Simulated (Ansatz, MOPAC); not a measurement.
The molecule LuCl, closed-shell singlet (lowest of 2S+1 = 1, 3 at CCSD(T)/def2-TZVPP on PBE0 minima; our sources give no spin for the ground state, which may be another). No spin–orbit coupling.

The constants come from a fifth-degree fit in 1/R (seven points, main isotopes). Runs in def2 and cc sets follow the lowest solution found near the PBE0 minimum. The singlet is held restricted.

Correlated levels freeze the inner cores; with def2 sets outer-core shells near the valence are correlated too. CBS: X⁻³ extrapolation of the correlation energy, Hartree–Fock from the larger set. The state that PM3 reach isn't checked.

Codes used: Ansatz (a first-principles code); MOPAC for PM3 (differences of heats of formation).  In def2 rows elements past Kr take small-core potentials, without spin–orbit coupling.

Task: What bond length and harmonic frequency does PM3 give?

Result: r_e = 2.275 Å, ω_e = 795 cm⁻¹.

Task: What bond length and harmonic frequency does CAM-B3LYP/def2-TZVPP give?

Result: r_e = 2.380 Å, ω_e = 342 cm⁻¹.

Task: What bond length and harmonic frequency does CCSD(T)/CBS(def2-TZVPP, def2-QZVPP) give?

Result: r_e = 2.374 Å, ω_e = 343 cm⁻¹.

Doubts at one or more of the structures used: a restricted determinant that unrestricted orbitals would lower (CCSD(T)/CBS(def2-TZVPP, def2-QZVPP)).
